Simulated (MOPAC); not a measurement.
MOPAC input (AM1):

```
AM1 1SCF UHF MS=0.5 GEO-OK AUX(PRECISION=9) THREADS=1
H4PSi

Si   -1.11042000 1   -0.08949500 1    0.26156600 1
P     1.07640000 1    0.11080300 1   -0.26180800 1
H    -1.90868900 1    0.17960300 1   -0.96650200 1
H    -1.44256800 1    0.94929500 1    1.27566200 1
H     1.17425800 1   -1.10142400 1   -0.99033400 1
H     1.57687800 1   -0.43659000 1    0.94637300 1
```

Output:

```
 *******************************************************************************
 **                                                                           **
 **                              MOPAC v23.2.5                                **
 **                                                                           **
 *******************************************************************************
 ** MOPAC's Digital Object Identifier: https://doi.org/10.5281/zenodo.6511958 **
 **                                                                           **
 ** Please cite the open-source release paper for use of this MOPAC version:  **
 ** J. E. Moussa and J. J. P. Stewart (2026)                                  **
 ** MOPAC: An open-source semiempirical molecular orbital program             **
 ** J. Open Source Softw., 11(119), 8025, https://doi.org/10.21105/joss.08025 **
 *******************************************************************************

                              AM1 CALCULATION RESULTS

 *******************************************************************************
 *  AM1        - The AM1 Hamiltonian to be used
 *  GEO-OK     - OVERRIDE INTERATOMIC DISTANCE AND OTHER SAFETY CHECKS
 *  UHF        - UNRESTRICTED HARTREE-FOCK CALCULATION
 *  MS=        - IN MECI, MAGNETIC COMPONENT OF SPIN =  0.5
 *  1SCF       - DO 1 SCF AND THEN STOP
 *  AUX        - OUTPUT AUXILIARY INFORMATION
 *******************************************************************************
AM1 1SCF UHF MS=0.5 GEO-OK AUX(PRECISION=9) THREADS=1
 H4PSi

   ATOM   CHEMICAL          X               Y               Z
  NUMBER   SYMBOL      (ANGSTROMS)     (ANGSTROMS)     (ANGSTROMS)

     1      Si         -1.11042000  *  -0.08949500  *   0.26156600  *
     2       P          1.07640000  *   0.11080300  *  -0.26180800  *
     3       H         -1.90868900  *   0.17960300  *  -0.96650200  *
     4       H         -1.44256800  *   0.94929500  *   1.27566200  *
     5       H          1.17425800  *  -1.10142400  *  -0.99033400  *
     6       H          1.57687800  *  -0.43659000  *   0.94637300  *

          CARTESIAN COORDINATES

    NO.       ATOM           X           Y           Z

     1        Si         -1.1104     -0.0895      0.2616
     2         P          1.0764      0.1108     -0.2618
     3         H         -1.9087      0.1796     -0.9665
     4         H         -1.4426      0.9493      1.2757
     5         H          1.1743     -1.1014     -0.9903
     6         H          1.5769     -0.4366      0.9464

  H: (AM1): M.J.S. DEWAR ET AL, J. AM. CHEM. SOC. 107 3902-3909 (1985)
 Si: (AM1): M.J.S.DEWAR, C. JIE, ORGANOMETALLICS, 6, 1486-1490 (1987).
  P: (AM1): M.J.S.DEWAR, JIE, C, THEOCHEM, 187, 1 (1989)

           Empirical Formula: H4 Si P  =     6 atoms

      MOLECULAR POINT GROUP   :   Cs

          UHF CALCULATION, NO. OF ALPHA ELECTRONS =    7
                           NO. OF BETA  ELECTRONS =    6

 -------------------------------------------------------------------------------
 AM1 1SCF UHF MS=0.5 GEO-OK AUX(PRECISION=9) THREADS=1
 H4PSi

     1SCF WAS SPECIFIED, SO BFGS WAS NOT USED
     SCF FIELD WAS ACHIEVED

                              AM1 CALCULATION
                                                       MOPAC v23.2.5 Linux

          FINAL HEAT OF FORMATION =         34.79385 KCAL/MOL =     145.57746 KJ/MOL

          COSMO AREA              =        103.66 SQUARE ANGSTROMS
          COSMO VOLUME            =         91.62 CUBIC ANGSTROMS

          IONIZATION POTENTIAL    =          9.291252 EV
          ALPHA SOMO LUMO (EV)    =         -9.291 -0.887
          BETA  SOMO LUMO (EV)    =        -10.349 -1.239
          NO. OF ALPHA ELECTRONS  =          7
          NO. OF BETA  ELECTRONS  =          6
          MOLECULAR WEIGHT        =         63.0909         POINT GROUP:  Cs

          MOLECULAR DIMENSIONS (Angstroms)

            Atom       Atom       Distance
            H     5    H     4     4.02343
            H     6    H     3     3.73185
            P     2   Si     1     1.13978

          SCF CALCULATIONS        =          1

   ATOM   CHEMICAL          X               Y               Z
  NUMBER   SYMBOL      (ANGSTROMS)     (ANGSTROMS)     (ANGSTROMS)

     1      Si         -1.11042000  *  -0.08949500  *   0.26156600  *
     2       P          1.07640000  *   0.11080300  *  -0.26180800  *
     3       H         -1.90868900  *   0.17960300  *  -0.96650200  *
     4       H         -1.44256800  *   0.94929500  *   1.27566200  *
     5       H          1.17425800  *  -1.10142400  *  -0.99033400  *
     6       H          1.57687800  *  -0.43659000  *   0.94637300  *

                             CARTESIAN COORDINATES

   1   Si       -1.110420000    -0.089495000     0.261566000
   2    P        1.076400000     0.110803000    -0.261808000
   3    H       -1.908689000     0.179603000    -0.966502000
   4    H       -1.442568000     0.949295000     1.275662000
   5    H        1.174258000    -1.101424000    -0.990334000
   6    H        1.576878000    -0.436590000     0.946373000

           Empirical Formula: H4 Si P  =     6 atoms

      MOLECULAR POINT GROUP   :   Cs

          ALPHA EIGENVALUES
 -21.18715 -15.06155 -13.40594 -11.96512 -11.81213 -10.94808  -9.29125  -0.88732
   1.17067   1.30476   1.65116   1.68209

           BETA EIGENVALUES
 -21.15641 -14.64107 -13.33911 -11.93974 -11.70086 -10.34900  -1.23853  -0.40110
   1.37567   1.43485   1.75592   1.84252

              NET ATOMIC CHARGES AND DIPOLE CONTRIBUTIONS

  ATOM NO.   TYPE          CHARGE      No. of ELECS.   s-Pop       p-Pop
    1         Si           0.502690        3.4973     1.01375     2.48356
    2          P          -0.437749        5.4377     1.84692     3.59083
    3          H          -0.138483        1.1385     1.13848
    4          H          -0.138483        1.1385     1.13848
    5          H           0.106013        0.8940     0.89399
    6          H           0.106013        0.8940     0.89399
 DIPOLE           X         Y         Z       TOTAL
 POINT-CHG.    -1.314    -1.983     0.954     2.563
 HYBRID        -0.084    -0.837     0.305     0.894
 SUM           -1.398    -2.820     1.259     3.389

          ATOMIC ORBITAL ELECTRON POPULATIONS

     Atom    s        px        py        pz
    1 Si   1.01375   0.75513   0.87146   0.85697
    2  P   1.84692   1.25364   1.20605   1.13114
    3  H   1.13848
    4  H   1.13848
    5  H   0.89399
    6  H   0.89399

                    (SZ)    =    0.500000
                    (S**2)  =    0.769758

          ATOMIC ORBITAL SPIN POPULATIONS

    Atom   Total    s     px     py     pz
         Atomic
    1 Si  1.1839  0.298  0.105  0.626  0.155
    2  P -0.0806  0.006 -0.071 -0.005 -0.010
    3  H -0.0622 -0.062
    4  H -0.0622 -0.062
    5  H  0.0106  0.011
    6  H  0.0106  0.011

 **********************
 *                    *
 * JOB ENDED NORMALLY *
 *                    *
 **********************

 == MOPAC DONE ==
```

The geometry given is a B3LYP-D3(BJ)/def2-TZVP minimum.
